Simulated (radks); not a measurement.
Results of a calculation; reference values are marked as such.
Task: Radial electron density D(r) = 4 pi r^2 rho(r) of an atom or ion with 26 electrons. Level of theory: scalar-relativistic Kohn-Sham, LDA (Slater exchange, Perdew-Wang correlation), spin-polarised, spherical densities, point nucleus (a radial shooting solver on a logarithmic mesh with Libxc functionals).

```
   r/bohr * D(r) (the largest magnitude, 41.8, reaches the edge; | marks zero)
 0.004858 |     *
 0.006176 |        *
 0.007788 |            *
 0.009901 |                 *
  0.01249 |                       *
  0.01587 |                              *
  0.02002 |                                     *
  0.02545 |                                            *
  0.03209 |                                               *
   0.0408 |                                              *
  0.05186 |                                           *
  0.06541 |                                      *
  0.08315 |                                      *
   0.1049 |                                            *
   0.1333 |                                                    *
   0.1681 |                                                      *
   0.2137 |                                              *
   0.2695 |                                *
   0.3426 |                         *
   0.4356 |                           *
   0.5493 |                               *
   0.6983 |                           *
   0.8806 |                 *
    1.119 |        *
    1.412 |  *
    1.795 |*
    2.263 *
    2.877 *
```

What is the nuclear charge?

Result: Z = 30. The innermost maximum, from 1s, lies near gamma/Z bohr with gamma = sqrt(1 - (Z/c)^2) = 0.976, here 0.0325 bohr (found: 0.0353), and its height grows with Z. The density is that of the zinc ion Zn4+ in [Ar] 3d8; the configuration itself is not fixed sharply by these data, and Z only to about a unit. D(r) has 3 maxima, at r = 0.0353, 0.159, 0.563 bohr, and minima at 0.0749, 0.359 bohr, inside which lie 2.09, 10.90 electrons.
